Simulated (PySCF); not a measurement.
# Static response to an electric field

Species: C7H9NO.
Structure used (GFN2-xTB), in Å, numbered top down from 1:
```
atom  x, y, z in Å
C1     3.0337   -0.3337   -0.9082
C2     1.5743   -0.6700   -0.6811
O3     1.0692   -1.7240   -0.9949
N4     0.8898    0.3484   -0.0813
C5    -0.4525    0.3539    0.2610
C6    -1.1206    1.3654    0.8540
C7    -2.4946    0.9675    1.0358
C8    -2.6721   -0.2740    0.5605
C9    -1.3826   -0.7900    0.0179
H10    3.5227   -0.1268    0.0416
H11    3.1232    0.5422   -1.5478
H12    3.5247   -1.1761   -1.3861
H13    1.3970    1.1927    0.1450
H14   -0.7158    2.3167    1.1502
H15   -3.2392    1.5975    1.4886
H16   -3.5806   -0.8467    0.5513
H17   -1.4405   -1.0411   -1.0424
H18   -1.0447   -1.6955    0.5241
```

Level: PBE0/def2-SVPD (PySCF), static field, nuclei fixed, core orbitals frozen in the response. The polarisability tensor in these axes (au):

```
x   121.61  -7.05 -18.60
y    -7.05  92.98  15.68
z   -18.60  15.68  71.08
```

**Question.** Give the principal values, the mean and the anisotropy Δα = √{½[(α1 − α2)² + (α2 − α3)² + (α1 − α3)²]}.

**Answer.** Principal values 59.80, 94.43 and 131.45 au; mean 95.22 au = 14.11 Å³ = 15.70 × 10⁻⁴⁰ C²·m²/J; Δα = 62.06 au (65 % of the mean).

**Question.** What is the dipole moment, and where does it point?

**Answer.** (1.73, 2.68, 0.69) D, 3.26 D in size, pointing from the negative to the positive side. Measured along this direction, the outermost atoms are H16 at the negative end and H11, H10, H14 and H13 at the positive end.

**Question.** Directions of the eigenvectors, and the extent of the frame along each?

**Answer.** Largest value along (0.88, -0.31, -0.35), where the nuclei span 7.84 Å; middle along (0.41, 0.87, 0.26), 4.09 Å; least along (0.23, -0.38, 0.90), 1.77 Å. The response follows the extents in order.

**Question.** Estimate the molar refractivity from the static electronic polarisability.

**Answer.** Lorentz–Lorenz: R = (4π/3)N_A α = 2.5225 cm³/(mol·Å³) × 14.11 Å³ = 35.6 cm³/mol, in the limit of long wavelengths.

**Question.** What would n − 1 = 2πNα be for an ideal gas of these molecules at 350 K and 1 atm, electronic part alone?

**Answer.** N = p/kT = 2.0968 × 10¹⁹ cm⁻³, so n − 1 = 2π × N × 14.11 × 10⁻²⁴ cm³ = 1859 × 10⁻⁶ at long wavelengths.

Isolated species at its GFN2-xTB geometry (one conformer only).

The run behind these numbers computed excited states as well. Time: 66 s; peak memory 1.0 GiB. Hardware: one thread of an Arm Neoverse V1, no GPU (shared host).
